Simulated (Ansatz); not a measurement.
`[SiH3][CH2][GeH2][PH2]` + H₂S → `[SiH3][CH2][GeH2][SH]` + PH₃  (cleavage of the Ge–P bond)

Program: Ansatz. Geometries: PBE0-D4/def2-TZVP. ΔE: electronic, gas phase. CBS: MP2 limit from def2 TZ/QZ plus the TZ coupled-cluster correction, frozen cores. This one scheme is used for every species. Functionals use def2-TZVPP. B3LYP here is the variant with VWN-RPA as its local correlation; programs differ in this. For Ge outer-core shells are correlated without core-valence functions, which leaves a few kJ/mol of doubt a bond. Scalar relativity is left out up to krypton. Each species was taken in one conformer, which may not be the lowest.

`[SiH3][CH2][GeH2][PH2]`:

```xyz
13

Si    1.169   -0.237   -1.840
C     0.441    0.523   -0.295
Ge   -0.776   -0.672    0.672
P    -1.671    0.270    2.599
H     0.084   -0.616   -2.784
H     2.084    0.712   -2.533
H     1.938   -1.462   -1.494
H     1.244    0.813    0.390
H    -0.111    1.432   -0.552
H    -0.027   -1.953    1.085
H    -1.952   -1.065   -0.243
H    -2.007    1.490    1.951
H    -0.415    0.764    3.045
```

H₂S:

Z-matrix (Å, degrees):
```
S
H 1 1.341
H 1 1.341 2 92.3
```

`[SiH3][CH2][GeH2][SH]`:

Z-matrix (Å, degrees):
```
Si
C 1 1.874
H 1 1.484 2 110.7
H 1 1.489 2 109.9 3 119.7
H 1 1.487 2 110.3 3 -120.8
Ge 2 1.954 1 113.9 3 75.9
H 2 1.095 1 109.8 3 -163.9
H 2 1.094 1 109.8 3 -46.3
S 6 2.230 2 110.9 1 -42.2
H 6 1.536 2 110.7 1 72.5
H 6 1.540 2 111.1 1 -164.4
H 9 1.343 6 94.6 2 -62.0
```

PH₃:

```xyz
4

P    -0.361   -0.205    0.406
H    -0.753    0.008   -0.942
H     0.840   -0.865    0.034
H     0.274    1.062    0.502
```

| level | ΔE (kJ/mol) |
| --- | --- |
| B3LYP-D4 | -23.6 |
| MP2/def2-QZVPP | -23.8 |

**Question.** What does CCSD(T)/CBS give? (Best estimate.)

**Answer.** Ansatz gave: -22.0 kJ/mol. The listed levels differ from it by -1.6, -1.8 kJ/mol.

Largest T1 diagnostic among the species: 0.013.

In def2-TZVPP, CCSD(T) changes the Hartree–Fock value by +7.8 kJ/mol (the triples alone add +0.5 kJ/mol) and MP2 by +6.1 kJ/mol.
